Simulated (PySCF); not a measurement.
Correlation energy of Mg⁷⁺ (magnesium, charge +7)

Starting occupation: [He] 2s2 2p1, 2p3/2 with m_j = +3/2. All numbers are calculated (PySCF 2.14, X2C-1e with screened-nucleus spin-orbit coupling, Gaussian nucleus, in an even-tempered Gaussian basis (18 s from 0.78 bohr⁻², ratio 2.4; 10 p from 1 bohr⁻², ratio 2.4; 5 d from 4.1 bohr⁻², ratio 2.6; 5 f from 6.2 bohr⁻², ratio 2.6)). Frozen: nothing; 5 electrons correlated; the 30 highest virtual spinors left out.

MP2 pair energies summed by pair of shells (mhartree):

| pair | energy | share (%) |
| --- | --- | --- |
| 2s1/2-2s1/2 | -55.77 | 37.7 |
| 1s1/2-1s1/2 | -40.22 | 27.2 |
| 2p3/2-2s1/2 | -33.27 | 22.5 |
| 1s1/2-2s1/2 | -11.29 | 7.6 |
| 1s1/2-2p3/2 | -7.29 | 4.9 |

Total MP2 correlation energy: -147.84 mhartree.
